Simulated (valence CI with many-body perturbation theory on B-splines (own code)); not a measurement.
Level structure of Lu47+

Calculated by valence CI with perturbative core correlation (CI+MBPT): six valence electrons over a frozen Dirac-Fock core [Ar], a basis of 7 s, 7 p, 8 d, 6 f, 4 g, 1 h functions for each j, with the one-electron correlation potential Σ1 (screened to all orders), the two-electron term Σ2, the three-electron term Σ3, Breit, model QED; selected single and double excitations, second order for the rest, scaled by the run's own slope (own B-spline code, finite nucleus).

The last digits are not significant, and no measured levels were compared; by estimate large intervals hold to a few tenths of a per cent, small ones and those within an open d or f shell to about a per cent. Core correlation moves these levels by up to 14000 cm⁻¹, and in measured spectra 5 to 20 % of such shifts remained as error; rates that hang on mixing are uncertain with them. Among the levels kept, up to 1000 cm⁻¹ of a level comes from second order outside the variational space, and about a tenth of that is noise between levels of different J, which matters for small intervals. The list stops below the first excitations out of the core. Only levels of the ground parity were solved; by the run's estimate the other parity begins above the list, which can be wrong where configurations are misplaced.

Levels 1 to 34 of 34, with energies above the lowest level, (3d3/2^4 3d5/2^2) J=4. "Leading %" is the weight of the configuration and term that name the level; weights of strongly mixed levels are sums over their largest components and can fall short, so below about 35 % the name and the second component can differ from the true leading terms, or belong to a minority configuration. In the jj column 3d3/2^4 stands for four electrons in 3d with j = 3/2. Lifetimes count E1, E2, E3, M1 and M2 decay at the calculated energies, and are blank where another channel may lead or the interval is too uncertain; long ones can be off by a factor of two.

```tsv
No.	Configuration	Term	J	E (cm⁻¹)	Leading %	Lifetime	g	Leading jj
1	3d⁶	³F	4	0	40		1.249	3d3/2^4 3d5/2^2 (97 %)
2	3d⁶	³P	2	58075	40	60.2 s	1.274	3d3/2^4 3d5/2^2 (97 %)
3	3d⁶	³P	0	189900	52	288 ms		3d3/2^4 3d5/2^2 (90 %)
4	3d⁶	⁵D	3	407570	64	559 ns	1.350	3d3/2^3 3d5/2^3 (97 %)
5	3d⁶	⁵D	4	421330	44	610 ns	1.172	3d3/2^3 3d5/2^3 (96 %)
6	3d⁶	⁵D	1	444280	49	514 ns	1.292	3d3/2^3 3d5/2^3 (97 %)
7	3d⁶	³H	6	481290	67	68.4 ms	1.102	3d3/2^3 3d5/2^3 (99 %)
8	3d⁶	³G	5	481520	61	2.79 μs	1.125	3d3/2^3 3d5/2^3 (100 %)
9	3d⁶	³F	2	532360	48	894 ns	0.972	3d3/2^3 3d5/2^3 (96 %)
10	3d⁶	³D	3	543100	31	1.29 μs	1.058	3d3/2^3 3d5/2^3 (98 %)
11	3d⁶	³P	0	616420	70			3d3/2^3 3d5/2^3 (88 %)
12	3d⁶	¹G	4	645590	42	20.2 μs	1.045	3d3/2^3 3d5/2^3 (95 %)
13	3d⁶	³D	2	648980	34	3.84 μs	1.114	3d3/2^3 3d5/2^3 (90 %)
14	3d⁶	³P	1	651510	62	1.18 μs	1.177	3d3/2^3 3d5/2^3 (97 %)
15	3d⁶	³F	3	667820	55	1.88 μs	1.058	3d3/2^3 3d5/2^3 (100 %)
16	3d⁶	⁵D	2	860470	62	251 ns	1.438	3d3/2^2 3d5/2^4 (97 %)
17	3d⁶	⁵D	0	884720	63	225 ns		3d3/2^2 3d5/2^4 (97 %)
18	3d⁶	³H	4	907860	42	306 ns	1.093	3d3/2^2 3d5/2^4 (98 %)
19	3d⁶	⁵D	3	934220	29	332 ns	1.201	3d3/2^2 3d5/2^4 (94 %)
20	3d⁶	³H	5	939290	61	547 ns	1.089	3d3/2^2 3d5/2^4 (100 %)
21	3d⁶	¹I	6	965350	67	903 ns	1.044	3d3/2^2 3d5/2^4 (99 %)
22	3d⁶	³G	3	989460	42	490 ns	0.962	3d3/2^2 3d5/2^4 (98 %)
23	3d⁶	³D	1	1011900	49	400 ns	1.002	3d3/2^2 3d5/2^4 (95 %)
24	3d⁶	¹G	4	1026100	52	625 ns	1.044	3d3/2^2 3d5/2^4 (96 %)
25	3d⁶	³F	2	1035300	35	531 ns	1.046	3d3/2^2 3d5/2^4 (96 %)
26	3d⁶	³F	2	1122600	68	346 ns	0.867	3d3/2^2 3d5/2^4 (98 %)
27	3d⁶	³F	4	1156500	62	535 ns	1.152	3d3/2^2 3d5/2^4 (98 %)
28	3d⁶	¹D	2	1294600	80	556 ns	1.020	3d3/2^2 3d5/2^4 (96 %)
29	3d⁶	³P	1	1361900	62	145 ns	1.491	3d3/2 3d5/2^5 (99 %)
30	3d⁶	¹S	0	1424200	80	383 ns		3d3/2^2 3d5/2^4 (92 %)
31	3d⁶	¹G	4	1458200	39	212 ns	1.024	3d3/2 3d5/2^5 (97 %)
32	3d⁶	³P	2	1504200	34	223 ns	1.189	3d3/2 3d5/2^5 (96 %)
33	3d⁶	³F	3	1520000	38	239 ns	1.060	3d3/2 3d5/2^5 (97 %)
34	3d⁶	³P	0	1916400	59	112 ns		3d5/2^6 (96 %)
```

The ionisation energy to 3d⁵ ⁴P5/2 of the next ion comes out as 4086 eV (NIST: 4086 ± 4 eV (theoretical)). All 34 levels together are meant to be complete up to 1947300 cm⁻¹.
